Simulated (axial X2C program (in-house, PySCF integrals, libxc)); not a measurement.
**Which molecule has these constants?**

All values come from calculations with an in-house relativistic program for diatomic molecules, spin-free (one-electron X2C) or two-component (2c: spin–orbit coupling with atomic mean-field Coulomb and Gaunt terms, which also bring small scalar terms), in Dyall basis sets with cores contracted in-house; open shells are unrestricted.

A two-component PBE0 calculation in a Dyall 3-zeta basis gave Re = 2.567 Å, ωe = 303.5 cm⁻¹, De = 4.35 eV, dipole magnitude 4.42 D, Ω = 1/2.

Question: Which molecule is it?
A. SrCl
B. SrF
C. SrBr

Answer: A. The others have SrF 2.064 Å and 506.6 cm⁻¹ (Ω = 1/2); SrBr 2.729 Å and 216.2 cm⁻¹ (Ω = 1/2).

Each entry is the lowest single determinant of a limited PBE0 search at one distance. De goes to single-determinant-based atoms at the same level (for ions the charge split of lowest energy) and is withheld (n/a) where an atom does not fit its ground term or J level. Main or longest-lived isotopes. Some light 2c atoms are not at their ground J level, so De misses part of their lowering (0.04 eV or less). The functionals have no current term, which raises determinants with orbital currents.
